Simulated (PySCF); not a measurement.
C3H2F3, SMILES C=C(F)[C](F)F, multiplicity 2.

Coordinates come from a B3LYP-D3(BJ)/def2-SVP optimisation. The isomer is the one that the SMILES or the coordinates give; other isomers of the formula were not compared. Other conformers were not sampled.

Two levels are set side by side: PBE/def2-TZVP (PySCF) and r2SCAN/def2-TZVP (PySCF). Same geometry, gas phase. Differences are taken from unrounded values.

```
quantity                     r2SCAN
---------------------------  ------
α-spin orbital gap (eV)        5.43
β-spin orbital gap (eV)        4.35
dipole moment (D)              1.16
mean polarisability (bohr³)    39.6
```

Question: What does PBE give, and how far is it from r2SCAN? (An estimate is asked for; the answer gives what the named calculation found.)

Answer: 
| quantity | PBE | PBE minus r2SCAN |
|---|---|---|
| α-spin orbital gap (eV) | 4.71 | -0.72 |
| β-spin orbital gap (eV) | 3.60 | -0.75 |
| dipole moment (D) | 0.99 | -0.18 |
| mean polarisability (bohr³) | 41.2 | 1.5 |

Rough cost on one machine, each run with all the roots and properties that it gave: r2SCAN against PBE about 3 times.
